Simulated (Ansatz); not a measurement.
System: C$_{6}$H$_{12}$, net charge 0, singlet state. 
Structure (B3LYP-D3(BJ)/def2-TZVP (Ansatz, a quantum-chemistry and plane-wave program) minimum search):
SMILES: C/C=C\CCC
```xyz
18

C      2.7637     0.3147     0.6928
C      1.4889     0.7015    -0.0503
C      0.5208    -0.4765    -0.2222
C     -0.7015    -0.1081    -1.0061
C     -1.9615    -0.0623    -0.5785
C     -2.4742    -0.3864     0.7906
H      3.4345     1.1684     0.8058
H      2.5364    -0.0645     1.6922
H      3.3076    -0.4686     0.1591
H      0.9744     1.5056     0.4835
H      1.7429     1.1041    -1.0358
H      0.2543    -0.8680     0.7613
H      1.0481    -1.2855    -0.7418
H     -0.5138     0.1725    -2.0396
H     -2.7210     0.2438    -1.2926
H     -1.6829    -0.6708     1.4822
H     -3.0011     0.4719     1.2178
H     -3.1968    -1.2069     0.7501
```
Charge 0, spin multiplicity 1.

Basis-set convergence of Hartree-Fock and CCSD correlation energies (hartree) with Ansatz. Valence correlation only, unless marked. No spin-orbit coupling. Non-relativistic.

```
basis    functions       E(HF)  E(corr, CCSD)
-------  ---------  ----------  -------------
cc-pVDZ        144  -234.19550       -0.92716
cc-pVTZ        348  -234.26041       -1.09709
cc-pVQZ        690  -234.27531       -1.14770
```

Extrapolating the two largest sets (X = 3 and 4) as X^-3: E(corr) = (64·(-1.14770) - 27·(-1.09709))/37 = -1.1846 Eh, an estimate of the basis-set limit. The largest set recovers 96.9 % of it, the smallest 78.3 %.
